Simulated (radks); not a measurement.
Results of a calculation; reference values are marked as such.
Task: Species: Zr+. Configuration: [Kr] 4d2 5s1. Code: a radial shooting solver on a logarithmic mesh with Libxc functionals. Model: Dirac Kohn-Sham, BLYP, spin-unpolarised, spherical densities, finite nucleus; open shells are shared between the two j in proportion to 2j + 1; Fermi nuclear charge, rms radius 4.2694 fm. Some entries of the table are withheld. Estimate them.

orbital,occ.,eigenvalue (hartree),r(max) (bohr)
1s1/2,2,(1),(2)
2s1/2,2,-90.96586,0.1371
2p1/2,2,(3),(4)
2p3/2,4,(5),(6)
3s1/2,2,(7),0.4083
3p1/2,2,-12.24690,0.3962
3p3/2,4,-11.74423,0.4053
3d3/2,4,-6.71241,0.3456
3d5/2,6,-6.62058,0.3483
4s1/2,2,-2.24154,1.077
4p1/2,2,(8),1.161
4p3/2,4,(9),1.186
5s1/2,1,-0.36557,2.989
4d3/2,0.8,-0.36548,1.583
4d5/2,1.2,-0.36033,1.597

Result: 
(1) 1s1/2 eigenvalue (hartree): -655.1312
(2) 1s1/2 r(max) (bohr): 0.02414
(3) 2p1/2 eigenvalue (hartree): -83.30341
(4) 2p1/2 r(max) (bohr): 0.1069
(5) 2p3/2 eigenvalue (hartree): -80.14612
(6) 2p3/2 r(max) (bohr): 0.1106
(7) 3s1/2 eigenvalue (hartree): -15.09887
(8) 4p1/2 eigenvalue (hartree): -1.47589
(9) 4p3/2 eigenvalue (hartree): -1.41014
